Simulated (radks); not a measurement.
Task: The mean radii <r> (bohr) of the occupied orbitals of an atom or ion are listed with their occupations. Method: scalar-relativistic Kohn-Sham, LDA (Slater exchange, Perdew-Wang correlation), spin-polarised, spherical densities, finite nucleus; Fermi nuclear charge, rms radius of each element as measured or else 0.836 A^(1/3) + 0.57 fm; computed with a radial shooting solver on a logarithmic mesh with Libxc functionals.

| orbital | occ. | <r> |
|---|---|---|
| 1s up | 1 | 0.03520 |
| 1s down | 1 | 0.03520 |
| 2s up | 1 | 0.1538 |
| 2s down | 1 | 0.1538 |
| 2p up | 3 | 0.1340 |
| 2p down | 3 | 0.1340 |
| 3s up | 1 | 0.4278 |
| 3s down | 1 | 0.4276 |
| 3p up | 3 | 0.4286 |
| 3p down | 3 | 0.4282 |
| 3d up | 5 | 0.4105 |
| 3d down | 5 | 0.4098 |
| 4s up | 1 | 1.002 |
| 4s down | 1 | 1.002 |
| 4p up | 2 | 1.061 |

Name the element and its charge. Open shells, if any, are filled with parallel spins first.

Result: Z = 42, molybdenum, charge +10: Mo10+ in [Ar] 3d10 4s2 4p2. The 1s radius gives Z: for a bare nucleus <r> = (2 gamma + 1)/(2Z) with gamma = sqrt(1 - (Z/c)^2), 0.03457 bohr for Z = 42, and screening makes it slightly larger (0.03520 here). The occupations add up to 32, and the charge is Z minus that.
